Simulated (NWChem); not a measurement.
Molecule: CH6O2SSi; SMILES O[Si](S)(C)O

```xyz
11

C      1.6185     1.0943     0.4109
Si    -0.0674     0.4120    -0.0052
O     -0.4969     1.1305    -1.4310
O     -1.2578     0.7535     1.1035
S     -0.0493    -1.7586    -0.1088
H      1.5648     2.1865     0.4821
H      1.9898     0.7029     1.3635
H      2.3472     0.8450    -0.3685
H     -1.3766     0.9043    -1.7671
H     -1.2908     0.1969     1.8943
H      1.1083    -1.8716    -0.7956
```
Atoms are numbered in this order, from 1.

Program: NWChem. Pople sets run with spherical d functions. The geometry was optimised at B3LYP/6-31G* (spherical d). Level: PBE0/6-31G* with SMD (1 M gas to 1 M solution), gas-phase geometry. Reactions with the solvent are ignored.

Question: Estimate the computed values for solvent methanol. Quantities: solvation free energy (kcal/mol); cavity-dispersion-structure term (kcal/mol); dipole in solution (D).

Answer: The solvation free energy (kcal/mol) comes out as -12.2 and the cavity-dispersion-structure term (kcal/mol) comes out as 0.6. The dipole in solution (D) is 1.30.
